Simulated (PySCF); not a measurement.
## Substituent chemical shifts

Parent skeleton `[cH:1]1[cH:2][cH:3][c:4]2[nH:5][n:6][cH:7][c:8]2[cH:9]1`; one hydrogen on atom 9 is replaced by X. Hydrogens on one atom are averaged.

[PySCF 2.14: shielding tensors at PBE0/pcSseg-1 (GIAO); GFN2-xTB geometry; no solvent model; non-relativistic; one conformer]

Chemical shifts δ = σref − σ; 13C against TMS; 15N vs NH3, all at this level.

Parent (X = H): C1 125.6, C2 131.0, C3 112.8, C4 144.4, N5 198.3, N6 354.5, C7 137.7, C8 129.1, C9 126.2 ppm. Effects are Δδ = δ(X) − δ(H), positive for deshielding.

Question: Give Δδ (ppm) for X = Cl, CH3, F.

Answer: 
```csv
X,SMILES,C1,C2,C3,C4,N5,N6,C7,C8,C9
Cl,Clc1cccc2[nH]ncc12,+0.7,+0.6,-1.8,+1.2,+1.0,+0.1,-1.0,-0.7,+12.3
CH3,Cc1cccc2[nH]ncc12,+0.4,+0.1,-3.4,+0.4,+0.6,-2.5,-1.9,-0.3,+10.5
F,Fc1cccc2[nH]ncc12,-14.2,+1.4,-4.4,+3.1,+0.9,-1.7,-3.3,-10.1,+39.9
```

Question: Which position responds most, and to which substituents?

Answer: C9: from +10.5 ppm with CH3 to +39.9 ppm with F.

Experimental scales use liquid or dissolved standards, which lie at an offset from isolated NH3 (liquid NH3: subtract about 20 ppm). Unscaled 15N shifts of sp2 nitrogen come out 20 to 40 ppm too high even then.
